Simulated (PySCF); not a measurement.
Computed IR spectrum (relative IR intensity) of a molecule C₃H₁₀O₂Si. Geometry optimised at B3LYP-D3(BJ)/def2-SVP. The values are those of a single conformer. Calculation: B3LYP-D3(BJ)/def2-SVP in PySCF 2.14.0. Frequencies are harmonic and unscaled.

Lines under 2 % of the strongest are left out, and lines within 2 cm⁻¹ are merged.

| ν (cm⁻¹) | relative intensity |
|---|---|
| 420 | 7.6 |
| 466 | 32 |
| 716 | 14 |
| 728 | 10.0 |
| 821 | 9.9 |
| 942 | 20 |
| 961 | 34 |
| 977 | 3.0 |
| 989 | 100 |
| 1042 | 22 |
| 1105 | 26 |
| 1149 | 12 |
| 1169 | 30 |
| 1269 | 5.3 |
| 1390 | 3.1 |
| 1403 | 7.5 |
| 1421 | 14 |
| 1462 | 2.8 |
| 1483 | 3.1 |
| 2209 | 39 |
| 2214 | 24 |
| 2263 | 27 |
| 2994 | 8.6 |
| 3032 | 3.0 |
| 3046 | 8.8 |
| 3050 | 11 |
| 3115 | 6.9 |
| 3133 | 4.6 |
| 3769 | 11 |

Task: Pick the molecule that these values belong to.
A) C[C@@H](O)CO[SiH3]
B) COCOC[SiH3]
C) C[SiH2][C@H](O)CO
D) COCCO[SiH3]

Result: A, C[C@@H](O)CO[SiH3]
